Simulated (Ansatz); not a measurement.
Basis-set extrapolation for `N[SiH]([SiH3])O[SiH3]` (PBE0-D4/def2-TZVP geometry, frozen core, the Gaussian-basis code of Ansatz). Multiplicity 1, RHF reference.

```
                       def2-TZVPP    def2-QZVPP
                 HF  -1001.569172  -1001.603942
    MP2 correlation     -0.824192     -0.887231
CCSD(T) correlation     -0.920012       not run
```

Energies in hartree. Use E(X) = E(∞) + A·exp(−7.88·√X) for Hartree–Fock and E(X) = E(∞) + B·X^(−2.97) for correlation, with X = 3 and 4, and add CCSD(T) minus MP2 of the smaller set to the MP2 limit.

Question: What is the CCSD(T) energy at the basis-set limit?

Answer: HF limit: -1001.603942 + (-0.034770) × 0.13774 = -1001.60873. MP2 limit: -0.887231 + (-0.063039) × 0.74074 = -0.93393. Higher-order term: -0.920012 − (-0.824192) = -0.09582. Total: -1002.63848 hartree, 392.0 kJ/mol below CCSD(T)/def2-TZVPP.
